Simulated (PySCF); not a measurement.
Mo(O)(Cl)3, Cl3MoO, SMILES [O]=[Mo]([Cl])([Cl])[Cl], doublet (B3LYP/def2-SVP optimised geometry):

```
5

Mo    -0.269    -0.994     0.000
O      1.388    -0.994     0.000
Cl    -1.388     0.994     0.000
Cl    -0.947    -2.286    -1.751
Cl    -0.957    -2.310     1.729
```

Level of theory: PySCF 2.14.0 with unrestricted B3LYP/def2-TZVP, def2 effective core potentials past Kr.

### Question
What are the frontier orbital energies (α orbitals alone; a β orbital can be the lowest empty one) and the dipole moment?

### Answer
HOMO-2 -9.49 eV, HOMO-1 -9.41 eV, HOMO -7.05 eV, LUMO -4.60 eV, LUMO+1 -3.06 eV; dipole moment 0.86 D.

On the same geometry unrestricted PBE/def2-TZVP, def2 effective core potentials past Kr (PySCF) gives HOMO-2 -8.39 eV, HOMO-1 -8.25 eV, HOMO -5.61 eV, LUMO -5.06 eV, LUMO+1 -3.60 eV; dipole moment 0.79 D.
